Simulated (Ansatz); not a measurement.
```xyz
3

Cl   -0.0345    0.0206   -2.1268
Zn    0.0197    0.0455    0.0068
Cl   -0.0264   -0.0423    2.0940
```

Basis set: 6-31G (spherical functions). Frozen core: 15 orbitals. Charge 0, multiplicity 1.

Computed with Ansatz (development build ahead of 0.2.0); each method stands on the lowest determinant of its kind that the runs found. Restricted open shells among the atoms or ions are ROHF, correlated in semicanonical orbitals with singles.

The atomization energy at this shape (free ground-state atoms in the same class of orbitals less the molecule, no zero-point energy) of singlet ZnCl2:

```
method  atomization energy
   RHF        470.8 kJ/mol
```

Task: What does RHF-MP2 give?

Result: 569.8 kJ/mol.

This basis has no polarisation functions and is too small for such energies, which can lie far from measured ones in either direction.
